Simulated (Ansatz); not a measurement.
Geometry optimisation, RKS r2SCAN-D4/def2-SVP in Ansatz.

input.yaml

```yaml
crystal:
  periodic: [false, false, false]
  atoms:
    - { symbol: Ge, position_ang: [-0.497613, 0.0, -0.456675] }
    - { symbol: H, position_ang: [0.176021, 0.0, 2.223692] }
    - { symbol: H, position_ang: [0.737061, 0.0, 0.447058] }
    - { symbol: H, position_ang: [-0.567866, 1.265823, -1.312978] }
    - { symbol: H, position_ang: [-0.567866, -1.265823, -1.312978] }
    - { symbol: Br, position_ang: [-2.445877, 0.0, 0.901589] }
    - { symbol: H, position_ang: [-0.355261, 0.0, 2.705293] }
basis:
  gaussian: { orbitals: def2-SVP }
hamiltonian:
  xc: r2scan
  dispersion: d4
relax:
  f_tol: 0.03
  max_steps: 50
```

Run as:

```bash
$ ansatz run input.yaml --threads 2 --pin off --max-ram 3072MiB --backend cpu --events-out ev --progress --plain --runs-dir out
```

Task: Where does it end, and by what steps?

Result: It converged. The force dipped under the threshold on the way, but the program's further checks kept it going. After 12 steps the energy has fallen by 0.281 eV; H2 moved furthest, 1.25 Å.

```
step  energy less start (eV)  largest force component (eV/Å)  accepted
   0                  0.0000                           1.380       yes
   1                 -0.1655                           0.242       yes
   2                 -0.2230                           0.092       yes
   3                 -0.2516                           0.114       yes
   4                 -0.2619                           0.051       yes
   5                 -0.2670                           0.220       yes
   6                 -0.2714                           0.342       yes
   7                 -0.2794                           0.019       yes
   8                 -0.2796                           0.180       yes
   9                 -0.2802                           0.090       yes
  10                 -0.2809                           0.007       yes
  11                 -0.2813                           0.025       yes
  12                 -0.2814                           0.015       yes
```

```xyz
7
Properties=species:S:1:pos:R:3
Ge -0.592 0.000 -0.773
H 0.405 0.000 3.453
H 0.667 0.000 0.098
H -0.688 1.266 -1.629
H -0.688 -1.266 -1.629
Br -2.412 0.000 0.662
H -0.213 0.000 3.012
```

Whether the end is a true minimum wasn't checked by a vibrational analysis.

The run took 25 s on 2 threads of Intel(R) Xeon(R) Platinum 8259CL CPU @ 2.50GHz (Skylake/Cascade Lake), with other jobs on the host, peak memory 0.18 GiB.
